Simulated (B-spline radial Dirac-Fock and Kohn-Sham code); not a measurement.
## K-shell conversion coefficients of Sc against transition energy

Level of theory: a Dirac-Hartree-Slater potential of the neutral atom with a Latter tail (no hole, which puts coefficients of high multipoles low close above an edge), finite nucleus with surface currents; a B-spline atomic structure program. Subshells within 1 keV of threshold and pair formation are left out.

```
energy (keV)        E1        E3        E4        M1        M4        M5
        16.1      6.01      9620    337000      2.32    240000  1.01e+07
          17      5.13      7790    266000      1.97    182000  7.44e+06
          20      3.18      4070    127000      1.23     79200  2.94e+06
        37.9     0.467       257      5280     0.199      2680     62300
        40.1     0.393       199      3920     0.170      1980     44000
          50     0.200      72.8      1210    0.0926       610     11300
        56.5     0.137      41.4       627    0.0663       318      5310
          65    0.0886      21.5       292    0.0454       151      2240
        65.4    0.0870      20.9       283    0.0447       146      2160
          72    0.0645      13.3       167    0.0345      88.0      1200
        92.2    0.0298      4.18      43.0    0.0179      24.1       266
         100    0.0231      2.85      27.5    0.0145      15.9       163
         116    0.0146      1.42      12.1   0.00989      7.41      67.3
         122    0.0124      1.12      9.20   0.00869      5.74      49.9
         153   0.00616     0.386      2.66   0.00490      1.84      13.3
         200   0.00270     0.111     0.626   0.00253     0.499      2.89
         222   0.00197    0.0691     0.359   0.00196     0.304      1.62
         246   0.00145    0.0434     0.209   0.00153     0.188     0.923
         306  0.000764    0.0165    0.0678  0.000916    0.0693     0.289
         470  0.000235   0.00275   0.00849  0.000347    0.0110    0.0340
         500  0.000200   0.00216   0.00641  0.000303   0.00856    0.0254
         525  0.000177   0.00179   0.00515  0.000272   0.00704    0.0202
         539  0.000166   0.00162   0.00459  0.000257   0.00635    0.0179
         837  6.05e-05  0.000350  0.000775  0.000103   0.00123   0.00270
         896  5.26e-05  0.000283  0.000606  9.00e-05  0.000972   0.00206
        1000  4.23e-05  0.000204  0.000414  7.26e-05  0.000671   0.00135
        1290  2.66e-05  0.000101  0.000184  4.48e-05  0.000299  0.000537
        2000  1.33e-05  3.60e-05  5.62e-05  2.07e-05  8.62e-05  0.000132
```

Problem. How fast do they fall between 1000 and 2000 keV?

Solution. As powers of the energy: E1 E^-1.67, E3 E^-2.50, E4 E^-2.88, M1 E^-1.81, M4 E^-2.96, M5 E^-3.35. Within one type (E or M) the higher multipoles fall faster.

Values without a named source are computed, but for edge energies of neutral atoms, which are taken from tables.
